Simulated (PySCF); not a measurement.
Isomers of C7H5ClO2, one GFN2-xTB conformer each. Single-point energies are computed at PBE0/pcSseg-1 (PySCF, gas phase, no added dispersion term), electronic only.

| SMILES | GFN2-xTB relative energy (kJ/mol) |
| --- | --- |
| O=C(O)c1ccc(Cl)cc1 | 0.0 |
| C=Cc1ccoc1C(=O)Cl | 106.0 |
| C=Cc1ccc(C(=O)Cl)o1 | 101.4 |

Conformers: `[O:1]=[C:2]([OH:3])[c:4]1[cH:5][cH:6][c:7]([Cl:8])[cH:9][cH:10]1` with O1–C2–O3–H 0°, O1–C2–C4–C5 180°; `[CH2:1]=[CH:2][c:3]1[cH:4][cH:5][o:6][c:7]1[C:8](=[O:9])[Cl:10]` with C1–C2–C3–C4 0°, O6–C7–C8–O9 180°; `[CH2:1]=[CH:2][c:3]1[cH:4][cH:5][c:6]([C:7](=[O:8])[Cl:9])[o:10]1` with C1–C2–C3–C4 180°, C5–C6–C7–O8 0°.

Q: What does PBE0/pcSseg-1 give for the same structures?

A: 
```json
{"SMILES": "O=C(O)c1ccc(Cl)cc1", "PBE0/pcSseg-1 E (Eh)": "-879.73870", "PBE0/pcSseg-1 (kJ/mol)": "0.0", "GFN2-xTB (kJ/mol)": "0.0", "point group": "Cs"}
{"SMILES": "C=Cc1ccc(C(=O)Cl)o1", "PBE0/pcSseg-1 E (Eh)": "-879.67800", "PBE0/pcSseg-1 (kJ/mol)": "159.4", "GFN2-xTB (kJ/mol)": "101.4", "point group": "Cs"}
{"SMILES": "C=Cc1ccoc1C(=O)Cl", "PBE0/pcSseg-1 E (Eh)": "-879.67376", "PBE0/pcSseg-1 (kJ/mol)": "170.5", "GFN2-xTB (kJ/mol)": "106.0", "point group": "Cs"}
```

Both levels put the same isomer lowest; measured from each level's own lowest isomer, the values differ by up to 64.5 kJ/mol (C=Cc1ccoc1C(=O)Cl: 106.0 against 170.5). As drawn, the lowest has an O–H bond and a C(=O)–O unit, which the highest lacks; the highest has a C=C bond outside aromatic rings, which the lowest lacks.

Q: Which frontier levels, dipoles and rotational constants go with these structures?

A: 
```csv
SMILES,"HOMO (eV, PBE0/pcSseg-1)",LUMO (eV),dipole (D),"A, B, C (MHz)"
O=C(O)c1ccc(Cl)cc1,-7.58,-1.74,1.51,"3911, 558.7, 488.9"
C=Cc1ccc(C(=O)Cl)o1,-7.00,-2.45,4.89,"2083, 798.3, 577.1"
C=Cc1ccoc1C(=O)Cl,-7.30,-2.40,4.72,"2022, 862.3, 604.5"
```
